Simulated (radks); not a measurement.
The ytterbium ion Yb35+, configuration [Ar] 3d10 4s2 4p5. All-electron calculation, scalar-relativistic Kohn-Sham, LB94 model potential, spin-polarised, spherical densities, finite nucleus; open shells are filled with parallel spins first (spin-orbit coupling, left out, can overturn this in heavy ions); Fermi nuclear charge, rms radius 5.3108 fm. Program: a radial shooting solver on a logarithmic mesh with Libxc functionals.

Unscreened Slater integrals over Kohn-Sham orbitals (eV). They are taken over the spin-up orbitals. Empty in this configuration: 4d.

F0(4p,4p): 54.236
F2(4p,4p): 28.301
F0(4p,4s): 54.932
G1(4p,4s): 37.171
F0(4p,3d): 68.828
F2(4p,3d): 19.630
G1(4p,3d): 6.3604
G3(4p,3d): 6.4206
F0(4p,4d): 54.259
F2(4p,4d): 27.815
G1(4p,4d): 34.549
G3(4p,4d): 22.164
F0(4s,4s): 55.690
F0(4s,3d): 70.013
G2(4s,3d): 6.5309
F0(4s,4d): 54.976
G2(4s,4d): 27.376
F0(3d,3d): 128.24
F2(3d,3d): 65.400
F4(3d,3d): 42.085
F0(3d,4d): 69.828
F2(3d,4d): 20.575
F4(3d,4d): 10.345
G0(3d,4d): 6.5791
G2(3d,4d): 8.3718
G4(3d,4d): 6.6000
F0(4d,4d): 54.436
F2(4d,4d): 27.733
F4(4d,4d): 18.907

Derived for the open shells (J is the average intra-shell exchange parameter used in DFT+U). 4p: J = F2/5 = 5.660 eV.
